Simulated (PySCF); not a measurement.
# Why did this PySCF run fail?

```python
from pyscf import gto, scf

mol = gto.M(
    atom='Sb 0 0 -0.2943; F 0 2.0425 -0.0517; F 0 -2.0425 -0.0517; F 1.4829 0 0.9952; F -1.4829 0 0.9952',
    basis='crenbl',
    ecp={'Sb': 'crenbl', 'F': 'crenbl'},
    charge=-1,
    spin=0,
    verbose=4,
)
mf = scf.RHF(mol)
mf.max_cycle = 2
mf.kernel()
mf.mulliken_pop()
mf.dip_moment()
print('orbital energies (hartree):', mf.mo_energy[..., max(0, mol.nelec[1]-3):mol.nelec[0]+3].round(4))
```

```bash
$ OMP_NUM_THREADS=1 python input.py
```

The log, shortened:

```
[earlier lines left out]
Initial guess from minao.
init E= -146.774539998973
cycle= 1 E= -176.043267386386  delta_E= -29.3  |g|= 1.66  |ddm|= 16.1
cycle= 2 E= -176.297958568599  delta_E= -0.255  |g|= 0.651  |ddm|= 11.4
SCF not converged.
SCF energy = -176.297958568599
 ** Mulliken pop  **
pop of  0 Sb 5s          -2.19021
pop of  0 Sb 6s           2.69322
pop of  0 Sb 7s           1.32227
pop of  0 Sb 5px         -0.01680
pop of  0 Sb 5py         -0.01849
pop of  0 Sb 5pz         -0.02946
pop of  0 Sb 6px          0.27396
pop of  0 Sb 6py          0.32013
pop of  0 Sb 6pz          0.47472
pop of  0 Sb 7px          0.09778
pop of  0 Sb 7py          0.04780
pop of  0 Sb 7pz          0.23030
[84 lines left out]
 ** Mulliken atomic charges  **
charge of    0Sb =      1.53235
charge of    1F =     -0.66254
charge of    2F =     -0.66254
charge of    3F =     -0.60364
charge of    4F =     -0.60364

WARN: System has nonzero charge -1; the dipole moment is origin-dependent.
Location of origin: [0. 0. 0.]

Dipole moment(X, Y, Z, Debye): -0.00000,  0.00000, -3.99213
orbital energies (hartree): [-0.2607 -0.2597 -0.1457  0.2736  0.3591  0.3673]
```

Q: Which setting is at fault, why, and what does a mended input give?

A: The cycle limit (2): the limit is below the number of cycles that the SCF needs. With this edit
```diff
- mf.max_cycle = 2
```
the run finishes: E(SCF) = -176.346646 Eh, 10 cycles.

The basis has no diffuse functions, which an anion needs. The dipole of an ion depends on the origin.
